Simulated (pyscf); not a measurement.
A first-order saddle from PySCF, ωB97X-D3(BJ)/def2-SVP:

```
C
O 1 1.3565
H 2 0.9657 1 107.38
C 1 1.3831 2 122.73 3 160.72
H 4 1.0928 1 120.43 2 159.24
H 4 1.1029 5 117.18 1 174.54
C 1 1.4701 2 125.58 3 42.56
H 7 1.0942 1 122.17 2 -137.70
H 7 1.0965 8 118.21 1 174.99
```
Charge 0, spin multiplicity 2.

Surface: doublet, charge 0. Lowest wavenumbers (cm⁻¹): 1011i, 304, 406, 438, 546.

Task: Which two sides does it connect, and which bonds change?

Result: •H₂C–C(=CH₂)–OH ⇌ cyclic C₃H₅O (SMILES O[C]1CC1) [doublet], a ring closure read from left to right: none broken and C–C formed. At ωB97M-D3(BJ)/def2-TZVP it lies +215.6 kJ/mol from the left side and +105.8 kJ/mol from the right (each side as separated species at their lowest minima found). •H₂C–C(=CH₂)–OH lies 35.0 kJ/mol over its isomer H₃C–CH₂–C•=O (electronic energy, ωB97M-D3(BJ)/def2-TZVP). cyclic C₃H₅O (SMILES O[C]1CC1) [doublet] lies 144.9 kJ/mol over its isomer H₃C–CH₂–C•=O (electronic energy, ωB97M-D3(BJ)/def2-TZVP). This is the saddle that the search found; another between the same sides may lie lower.
